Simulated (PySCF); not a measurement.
Cl3HOTi, charge +1, multiplicity 2. Atoms are numbered in the order given.

```xyz
6

Ti    -0.2755     0.3329     0.0000
Cl     1.3675    -0.3389    -1.4283
Cl    -2.0416    -0.8711     0.0000
Cl     1.3675    -0.3389     1.4283
O     -0.5838     2.0162     0.0000
H     -1.0561     2.8788     0.0000
```
Charge +1, spin multiplicity 2.

Geometry optimised at PBE-D3(BJ)/def2-SVP. The multiplicity is an assumed one; no other spin state was optimised. The isomer is the one that the SMILES or the coordinates give; other isomers of the formula were not compared. Other conformers were not sampled.

These are PBE-D3(BJ)/def2-SVP in PySCF 2.14.0 values and carry that method's errors.

Frequencies are harmonic and unscaled.

**Question.** Give all harmonic wavenumbers and intensities. (An estimate is asked for; the answer gives what the named calculation found.)

**Answer.** 
```csv
mode,ν (cm⁻¹),IR (km/mol),moving atoms (share of kinetic energy)
1,73,0.9,"Cl 82 %, Ti 17 %"
2,104,0.9,"Cl 75 %, Ti 19 %"
3,114,0.4,"O 48 %, Cl 35 %, H 11 %"
4,126,4.9,"Cl 68 %, O 16 %, Ti 13 %"
5,165,7.3,"O 41 %, Cl 34 %, H 15 %, Ti 9 %"
6,298,186.8,"H 79 %, O 19 %"
7,319,3.4,"Cl 54 %, Ti 43 %"
8,374,18.7,"Cl 73 %, Ti 19 %"
9,395,164.2,"H 81 %, O 16 %"
10,500,62.1,"Ti 52 %, Cl 47 %"
11,884,115.6,"O 66 %, Ti 29 %"
12,3659,776.4,H 94 %
```
